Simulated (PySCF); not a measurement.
Te(OH)(GeH3) (GeH₄OTe), SMILES O[Te][GeH3]. Coordinates come from a PBE-D3(BJ)/def2-SVP optimisation. This is a generated structure with no PubChem entry under its InChIKey; it may be hypothetical. The def2 effective core potentials stand for the cores of Te; spin–orbit coupling is left out. One conformer was computed; it need not be the lowest.

Method: PBE-D3(BJ)/def2-SVP (PySCF).

Harmonic wavenumbers (cm⁻¹): 95, 99, 225, 340, 462, 485, 556, 765, 830, 848, 985, 2060, 2080, 2088, 3675. Rotational constants (GHz): 7.256, 1.444, 1.228; symmetry number 1.

### Question
Work out the zero-point energy and the ideal-gas rigid-rotor harmonic-oscillator thermochemistry at 298.15 K and 1 atm.

### Answer
ZPE = ½ Σ hcν = ½ × 15595 cm⁻¹ = 93.28 kJ/mol. H − E(el) = 111.90 kJ/mol. Entropy in J/(mol K): translation 176.03, rotation 115.54, vibration 53.71, total 345.28. G − E(el) = 8.95 kJ/mol. Cp = 89.13 J/(mol K). Modes under 150 cm⁻¹ make the vibrational entropy uncertain.
